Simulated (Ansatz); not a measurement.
`CB1O[SiH]1N`, charge 0, multiplicity 1.

**Question.** Give a relaxed structure at PBE0-D4/def2-TZVP (Ansatz 0.2.0). (An estimate is asked.)

**Answer.** The calculation gave: 
```xyz
11

C    -0.836   -2.071    0.040
B    -0.533   -0.554    0.104
O    -0.583    0.338    1.121
Si   -0.027    1.236   -0.268
N     1.541    1.884   -0.249
H    -1.589   -2.280   -0.725
H    -1.185   -2.461    1.000
H     0.061   -2.624   -0.259
H    -0.945    2.372   -0.506
H     1.728    2.845   -0.020
H     2.369    1.314   -0.240
```
This is one stationary point; other conformers may exist.
